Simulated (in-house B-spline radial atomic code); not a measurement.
LDA exchange-only excitations of the technetium ion Tc⁷⁺

Method: LDA exchange-only. Computed with an all-electron radial atomic-structure program (B-spline basis): linear response of the closed shell [Ar] 3d10 4s2 4p6 with the functional's adiabatic kernel; scalar-relativistic (spin-free one-electron X2C), finite nucleus, no spin-orbit coupling, no double excitations, S, P, D and F terms only; shells from n = 2 respond. Only terms of natural parity with L up to 3 were computed.

Command:
```bash
python run_td.py task.json out
```
Settings (radii: box in bohr, nucleus in fm):
```
Z                        43
electrons                36
configuration            [Ar] 3d10 4s2 4p6
hamiltonian              x2c
method                   lda,
box_radius               12.81
rms_radius               4.41117
intervals                70
```

Run time, properties included: 0.7 s on 1 thread of Intel(R) Xeon(R) 6975P-C (Granite Rapids) (shared host).

The lowest states, in the order of their Tamm-Dancoff energies; the method's threshold (minus the highest occupied level) is 140.42 eV. Labels give the largest channel, * marks a mixed state, and oscillator strengths are full-response dipole values. Semilocal kernels can invert the small singlet-triplet splittings of Rydberg terms. Energies in eV:

| state | full response | Tamm-Dancoff | oscillator strength |
| --- | --- | --- | --- |
| 4p → 4d 3P | 42.08 | 42.17 | - |
| 4p → 4d 3F | 42.98 | 43.05 | - |
| 4p → 4d 1F | 46.06 | 46.11 | - |
| 4p → 4d 1P | 56.49 | 58.55 | 5.41 |
| 4p → 5s 3P | 67.92 | 67.93 | - |
| 4p → 5s 1P | 68.82 | 68.84 | 0.578 |
| 4s → 4d 3D | ? | ? | - |
| 4s → 4d 1D | ? | ? | - |
| 4p → 5p 3S | 76.98 | 77.01 | - |
| 4p → 5p 3D | 77.90 | 77.91 | - |
| 4p → 5p 1D | 78.54 | 78.56 | - |
| 4p → 5p 1S | 81.45 | 81.67 | - |
| 4p → 4f 3D | 84.51 | 84.54 | - |
| 4p → 4f 1D | 89.19 | 89.38 | - |
| 4p → 5d 3P | 92.84 | 92.85 | - |
| 4p → 5d 3F | 93.09 | 93.10 | - |
| 4p → 5d 1F | 93.51 | 93.52 | - |
| 4p → 5d 1P | 94.67 | 94.92 | 0.0147 |
| 4s → 5s 3S | 97.86 | 97.87 | - |
| 4s → 5s 1S | 99.40 | 99.47 | - |
| 4p → 6s 3P | 100.48 | 100.48 | - |
| 4p → 6s 1P | 100.75 | 100.76 | 0.111 |

Task: Where does 4s → 4d 1D lie?

Result: At 76.40 eV in full response, 76.48 eV in Tamm-Dancoff.

Task: Where does 4s → 4d 3D lie?

Result: At 73.07 eV in full response, 73.11 eV in Tamm-Dancoff.

Task: How large is the singlet-triplet splitting of 4p → 4d (F terms) in Tamm-Dancoff?

Result: 3.06 eV, from the unrounded values.

Task: What polarisabilities and dispersion coefficient does the method give?

Result: Dipole 1.44 bohr³, quadrupole 1.808 bohr⁵, C6 3.57 hartree·bohr⁶ for two such species.
